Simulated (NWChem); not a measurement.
System: CH3FO3Si; SMILES [Si@H](O)(C(=O)O)F

Input file for NWChem:

```
start job
memory heap 200 mb stack 900 mb global 1100 mb
geometry units angstroms noautoz
  O      1.142866    -1.351777     0.581191
  C      0.111562    -1.039479     0.001523
  O     -0.832544    -1.928949    -0.361792
  Si    -0.204893     0.823418    -0.393079
  O      1.288080     1.489722    -0.125837
  F     -1.319678     1.354350     0.679895
  H     -0.515136    -2.815431    -0.063219
  H     -0.704913     1.154557    -1.754371
  H      1.831026     0.868201     0.404576
end
basis spherical
  O library def2-svp
  C library def2-svp
  Si library def2-svp
  F library def2-svp
  H library def2-svp
end
dft
  xc xpbe96 cpbe96
  iterations 150
  mulliken
end
task dft energy
```

Output (shortened):

```
             Northwest Computational Chemistry Package (NWChem) 7.3.0
             --------------------------------------------------------

 C1  symmetry detected

                             Geometry "geometry" -> ""
                             -------------------------

 Output coordinates in angstroms (scale by  1.889725989 to convert to a.u.)

  No.       Tag          Charge          X              Y              Z
 ---- ---------------- ---------- -------------- -------------- --------------
    1 O                    8.0000     1.07586377    -1.44961444     0.59723151
    2 C                    6.0000     0.06181222    -1.08677866     0.01655723
    3 O                    8.0000    -0.93286325    -1.92572027    -0.33170774
    4 Si                  14.0000    -0.14944234     0.78568296    -0.40236846
    5 O                    8.0000     1.38010954     1.36923705    -0.14882682
    6 F                    9.0000    -1.22799568     1.39369198     0.66672242
    7 H                    1.0000    -0.66536111    -2.82478702    -0.02208603
    8 H                    1.0000    -0.63502041     1.12653639    -1.76648789
    9 H                    1.0000     1.88878171     0.72491454     0.38831169

 Effective nuclear repulsion energy (a.u.)     308.5620504163

  pbe96 is a nonlocal functional; adding pw91lda local functional.

                                 NWChem DFT Module
                                 -----------------

 Summary of "ao basis" -> "ao basis" (spherical)
 ------------------------------------------------------------------------------
       Tag                 Description            Shells   Functions and Types
 ---------------- ------------------------------  ------  ---------------------
 O                          def2-svp                 6       14   3s2p1d
 C                          def2-svp                 6       14   3s2p1d
 Si                         def2-svp                 8       18   4s3p1d
 F                          def2-svp                 6       14   3s2p1d
 H                          def2-svp                 3        5   2s1p

            General Information
            -------------------
          SCF calculation type: DFT
          Wavefunction type:  closed shell.
          No. of atoms     :     9
          No. of electrons :    56
           Alpha electrons :    28
            Beta electrons :    28
          Charge           :     0
          Spin multiplicity:     1
          Use of symmetry is: off; symmetry adaption is: off
          Maximum number of iterations: 150
          AO basis - number of functions:   103
                     number of shells:    47
          Convergence on energy requested:  1.00D-06
          Convergence on density requested:  1.00D-05
          Convergence on gradient requested:  5.00D-04

              XC Information
              --------------
          PerdewBurkeErnzerhof Exchange Functional  1.000
            Perdew 1991 LDA Correlation Functional  1.000 local
           PerdewBurkeErnz. Correlation Functional  1.000 non-local

             Grid Information
             ----------------
          Grid used for XC integration:  medium
          Radial quadrature: Mura-Knowles
          Angular quadrature: Lebedev.
          Tag              B.-S. Rad. Rad. Pts. Rad. Cut. Ang. Pts.
          ---              ---------- --------- --------- ---------
          O                   0.60       49          12.0       434
          C                   0.70       49           9.0       434
          Si                  1.10       88          10.0       590
          F                   0.50       49          11.0       434
          H                   0.35       45          11.0       434
          Grid pruning is: on
          Number of quadrature shells:   468
          Spatial weights used:  Erf1

      Superposition of Atomic Density Guess
      -------------------------------------

 Sum of atomic energies:        -651.22716487

      Non-variational initial energy
      ------------------------------

 Total energy =    -653.068010
 1-e energy   =   -1514.886537
 2-e energy   =     553.256477
 HOMO         =      -0.333142
 LUMO         =      -0.015475

     ---------------------------------------------
      Total Density - Mulliken Population Analysis
     ---------------------------------------------

    Atom       Charge   Shell Charges
 -----------   ------   -------------------------------------------------------
    1 O    8     8.75   1.99  1.13  0.69  3.05  1.87  0.01
    2 C    6     5.34   1.99  0.92  0.31  1.45  0.57  0.11
    3 O    8     8.47   1.99  1.11  0.62  2.94  1.80  0.01
    4 Si  14    12.67   2.00  1.99  0.89  0.17  5.93  0.88  0.52  0.27
    5 O    8     8.77   1.99  1.11  0.64  3.08  1.95  0.00
    6 F    9     9.58   1.99  1.15  0.78  3.51  2.14  0.00
    7 H    1     0.67   0.52  0.10  0.06
    8 H    1     1.10   0.69  0.40  0.01
    9 H    1     0.65   0.51  0.08  0.06

   convergence    iter        energy       DeltaE   RMS-Dens  Diis-err
 ---------------- ----- ----------------- --------- --------- ---------
 d= 0,ls=0.0,diis     1   -653.9226219649 -9.62D+02  2.79D-02  1.90D+00
 d= 0,ls=0.0,diis     2   -652.8118207003  1.11D+00  2.06D-02  1.32D+01
 d= 0,ls=0.0,diis     3   -654.0804299138 -1.27D+00  6.28D-03  6.26D-01
 d= 0,ls=0.0,diis     4   -654.1200826654 -3.97D-02  2.46D-03  2.44D-01
 d= 0,ls=0.0,diis     5   -654.1442003547 -2.41D-02  4.42D-04  2.58D-03
  Resetting Diis
 d= 0,ls=0.0,diis     6   -654.1443036240 -1.03D-04  2.02D-04  1.49D-03
 d= 0,ls=0.0,diis     7   -654.1444450057 -1.41D-04  8.74D-05  2.86D-05
 d= 0,ls=0.0,diis     8   -654.1444377513  7.25D-06  5.71D-05  1.06D-04
 d= 0,ls=0.0,diis     9   -654.1444477293 -9.98D-06  1.05D-05  1.72D-06
 d= 0,ls=0.0,diis    10   -654.1444478889 -1.60D-07  3.43D-06  2.54D-07

         Total DFT energy =     -654.144447888855
      One electron energy =    -1517.927036191600
           Coulomb energy =      618.402067445649
    Exchange-Corr. energy =      -63.181529559183
 Nuclear repulsion energy =      308.562050416279

 Numeric. integr. density =       56.000000779460

                       DFT Final Molecular Orbital Analysis
                       ------------------------------------

 Vector   26  Occ=2.000000D+00  E=-3.021429D-01
              MO Center=  5.2D-02, -1.4D+00,  5.9D-02, r^2= 2.6D+00
   Bfn.  Coefficient  Atom+Function         Bfn.  Coefficient  Atom+Function
  ----- ------------  ---------------      ----- ------------  ---------------
    34      0.412613  3 O  pz                 6     -0.360571  1 O  pz
    37      0.308275  3 O  pz                 9     -0.254056  1 O  pz
    32     -0.209609  3 O  px                 4      0.184926  1 O  px
    35     -0.154346  3 O  px                66     -0.144146  5 O  pz
     7      0.133132  1 O  px                69     -0.100254  5 O  pz

 Vector   27  Occ=2.000000D+00  E=-2.887921D-01
              MO Center=  1.0D+00,  1.0D+00, -1.2D-01, r^2= 2.1D+00
   Bfn.  Coefficient  Atom+Function         Bfn.  Coefficient  Atom+Function
  ----- ------------  ---------------      ----- ------------  ---------------
    66      0.473738  5 O  pz                69      0.337986  5 O  pz
    65      0.274450  5 O  py                68      0.202747  5 O  py
    64     -0.151440  5 O  px                78      0.146065  6 F  px
     6     -0.136836  1 O  pz                67     -0.113305  5 O  px
    34      0.110295  3 O  pz                55      0.108322  4 Si pz

 Vector   28  Occ=2.000000D+00  E=-2.454483D-01
              MO Center=  4.9D-01, -1.0D+00,  2.3D-01, r^2= 2.5D+00
   Bfn.  Coefficient  Atom+Function         Bfn.  Coefficient  Atom+Function
  ----- ------------  ---------------      ----- ------------  ---------------
     5      0.511420  1 O  py                 8      0.369695  1 O  py
    31      0.186350  3 O  s                 32      0.180913  3 O  px
    51      0.180171  4 Si py                17     -0.160525  2 C  s
    19     -0.150726  2 C  py                35      0.133690  3 O  px
    79      0.134301  6 F  py                45     -0.128395  4 Si s

 Vector   29  Occ=0.000000D+00  E=-7.892972D-02
              MO Center=  1.7D-01, -8.7D-01,  1.8D-02, r^2= 2.4D+00
   Bfn.  Coefficient  Atom+Function         Bfn.  Coefficient  Atom+Function
  ----- ------------  ---------------      ----- ------------  ---------------
    20      0.423463  2 C  pz                23      0.369675  2 C  pz
     6     -0.333129  1 O  pz                 9     -0.318769  1 O  pz
    34     -0.227983  3 O  pz                18     -0.216281  2 C  px
    37     -0.213127  3 O  pz                55      0.206635  4 Si pz
    53     -0.176894  4 Si px                 4      0.166272  1 O  px

 Vector   30  Occ=0.000000D+00  E= 6.534236D-03
              MO Center=  2.4D-02, -3.9D-01, -1.5D-01, r^2= 6.4D+00
   Bfn.  Coefficient  Atom+Function         Bfn.  Coefficient  Atom+Function
  ----- ------------  ---------------      ----- ------------  ---------------
    90      0.717163  7 H  s                 63      0.587101  5 O  s
    54     -0.510428  4 Si py                17     -0.461409  2 C  s
    53     -0.463136  4 Si px               100     -0.379743  9 H  s
    31     -0.374402  3 O  s                 45     -0.236205  4 Si s
    36      0.208565  3 O  py                 3      0.187137  1 O  s

 Vector   31  Occ=0.000000D+00  E= 1.695773D-02
              MO Center= -7.4D-02, -1.4D+00, -1.9D-02, r^2= 7.2D+00
   Bfn.  Coefficient  Atom+Function         Bfn.  Coefficient  Atom+Function
  ----- ------------  ---------------      ----- ------------  ---------------
    90      1.008934  7 H  s                 31     -0.521171  3 O  s
    54      0.519474  4 Si py               100      0.482963  9 H  s
    63     -0.433471  5 O  s                 36      0.298862  3 O  py
    17      0.281930  2 C  s                 33      0.227259  3 O  py
    51      0.214603  4 Si py                46      0.182950  4 Si s

     ---------------------------------------------
      Total Density - Mulliken Population Analysis
     ---------------------------------------------

    Atom       Charge   Shell Charges
 -----------   ------   -------------------------------------------------------
    1 O    8     8.23   1.99  1.11  0.68  2.81  1.62  0.02
    2 C    6     6.02   1.99  0.97  0.26  1.98  0.72  0.11
    3 O    8     8.14   1.99  1.11  0.61  2.86  1.57  0.01
    4 Si  14    13.27   2.00  1.98  1.02  0.07  5.92  1.22  0.62  0.43
    5 O    8     8.34   1.99  1.08  0.63  2.87  1.75  0.01
    6 F    9     9.29   1.99  1.13  0.79  3.34  2.03  0.00
    7 H    1     0.83   0.67  0.10  0.06
    8 H    1     1.09   0.74  0.34  0.01
    9 H    1     0.81   0.66  0.08  0.07

     -------------------------------------------
      Total Density - Lowdin Population Analysis
     -------------------------------------------

    Atom       Charge   Shell Charges
 -----------   ------   -------------------------------------------------------
    1 O    8     8.16   1.97  0.94  0.65  2.68  1.89  0.03
    2 C    6     6.08   1.96  0.64  0.35  1.80  1.07  0.25
    3 O    8     8.02   1.97  0.90  0.58  2.68  1.85  0.03
    4 Si  14    13.47   2.00  1.93  0.64  0.31  5.81  1.24  0.88  0.68
    5 O    8     8.18   1.97  0.89  0.60  2.70  2.01  0.01
    6 F    9     9.18   1.98  1.02  0.77  3.20  2.21  0.01
    7 H    1     0.91   0.54  0.19  0.17
    8 H    1     1.09   0.64  0.42  0.02
    9 H    1     0.91   0.54  0.19  0.18

     Multipole analysis of the density
     ---------------------------------

     L   x y z        total         alpha         beta         nuclear
     -   - - -        -----         -----         ----         -------
     0   0 0 0     -0.000000    -28.000000    -28.000000     56.000000

     1   1 0 0     -0.086959     -0.043480     -0.043480     -0.000000
     1   0 1 0     -0.814612     -0.407306     -0.407306      0.000000
     1   0 0 1     -0.253842     -0.126921     -0.126921     -0.000000

     2   2 0 0    -31.618101   -104.693113   -104.693113    177.768124
     2   1 1 0      1.472100     -3.006056     -3.006056      7.484212
     2   1 0 1      0.515370     -2.102633     -2.102633      4.720636
     2   0 2 0    -27.757164   -200.396742   -200.396742    373.036320
     2   0 1 1     -0.112574      2.199175      2.199175     -4.510925
     2   0 0 2    -29.885443    -38.960971    -38.960971     48.036500
```

Level: PBE/def2-SVP. Coordinates come from a PBE-D3(BJ)/def2-SVP optimisation.
